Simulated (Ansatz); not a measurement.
Basis sets compared for ZnCl2. The state is a singlet with charge 0. Geometry PBE-D4/def2-TZVP. Ansatz on 4 threads of Arm Neoverse N1 on a shared host; times are rough, and most runs start from earlier orbitals.

```tsv
atom	x (Å)	y (Å)	z (Å)
Zn1	0.001	0.000	0.000
Cl2	-0.276	-1.181	1.702
Cl3	0.275	1.181	-1.703
```

The 6-31G sets use Cartesian d functions. B3LYP takes the VWN-RPA correlation.

Binding counts from free atoms (Zn singlet, Cl doublet) in the same basis, without a counterpoise term.

```json
{"level": "HF/6-31G", "functions": "55", "energy (Eh)": "-2696.5465", "HOMO (eV)": "-12.51", "LUMO (eV)": "0.83", "binding per atom (eV)": "1.61", "wall time": "0.35 s"}
{"level": "PBE-D4/def2-SVP", "functions": "67", "energy (Eh)": "-2698.6992", "HOMO (eV)": "-7.27", "LUMO (eV)": "-2.26", "binding per atom (eV)": "2.28", "wall time": "0.65 s"}
{"level": "B3LYP-D4/6-31G", "functions": "55", "energy (Eh)": "-2699.5853", "HOMO (eV)": "-8.85", "LUMO (eV)": "-2.18", "binding per atom (eV)": "2.11", "wall time": "0.9 s"}
{"level": "PBE0-D4/def2-SVP", "functions": "67", "energy (Eh)": "-2698.8072", "HOMO (eV)": "-8.76", "LUMO (eV)": "-1.44", "binding per atom (eV)": "2.26", "wall time": "0.95 s"}
```

Estimate the rows for HF/def2-TZVP, PBE-D4/def2-TZVP, B3LYP-D4/def2-TZVP, PBE0-D4/def2-TZVP.


```json
{"level": "HF/def2-TZVP", "functions": "122", "energy (Eh)": "-2696.9525", "HOMO (eV)": "-12.40", "LUMO (eV)": "1.31", "binding per atom (eV)": "1.74", "wall time": "1.1 s"}
{"level": "PBE-D4/def2-TZVP", "functions": "122", "energy (Eh)": "-2699.2930", "HOMO (eV)": "-7.75", "LUMO (eV)": "-2.61", "binding per atom (eV)": "2.23", "wall time": "1.2 s"}
{"level": "B3LYP-D4/def2-TZVP", "functions": "122", "energy (Eh)": "-2700.0178", "HOMO (eV)": "-8.86", "LUMO (eV)": "-2.03", "binding per atom (eV)": "2.10", "wall time": "1.6 s"}
{"level": "PBE0-D4/def2-TZVP", "functions": "122", "energy (Eh)": "-2699.3868", "HOMO (eV)": "-9.15", "LUMO (eV)": "-1.69", "binding per atom (eV)": "2.25", "wall time": "2.2 s"}
```
